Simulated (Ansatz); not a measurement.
Consider the ligand exchange at a B–C bond: `COB(C)S` + H–F → `COB(F)S` + CH₄.

Isolated molecules relaxed with PBE0-D4/def2-TZVP in Ansatz; ΔE leaves out vibrations. CBS: MP2 limit from def2 TZ/QZ plus the TZ coupled-cluster correction, frozen cores. This one scheme is used for every species. DFT in def2-TZVPP. B3LYP here is the variant with VWN-RPA as its local correlation; programs differ in this. Each species was taken in one conformer, which may not be the lowest.

(1) Is it downhill or uphill in electronic energy at CCSD(T)/CBS, and by how much? (Estimate.)

(2) What do these levels give: PBE-D4, B3LYP-D4, B2PLYP, PBE, CCSD/def2-TZVPP, CCSD(T)/def2-TZVPP? (An estimate is asked.)

Largest T1 diagnostic among the species: 0.012.

Results:

(1) The calculation gave: Downhill: ΔE = -1.30 eV.

(2) Computed: PBE-D4 -1.32, B3LYP-D4 -1.43, B2PLYP -1.46, PBE -1.37, CCSD/def2-TZVPP -1.39, CCSD(T)/def2-TZVPP -1.36 eV.

In def2-TZVPP, CCSD(T) changes the Hartree–Fock value by +0.30 eV (the triples alone add +0.04 eV) and MP2 by +0.34 eV. The D4 term adds +0.09 eV with B3LYP and +0.05 eV with PBE0; it sums over pairs of atoms, weighted by their polarisabilities, and B3LYP, whose exchange is more repulsive, gets the larger term.
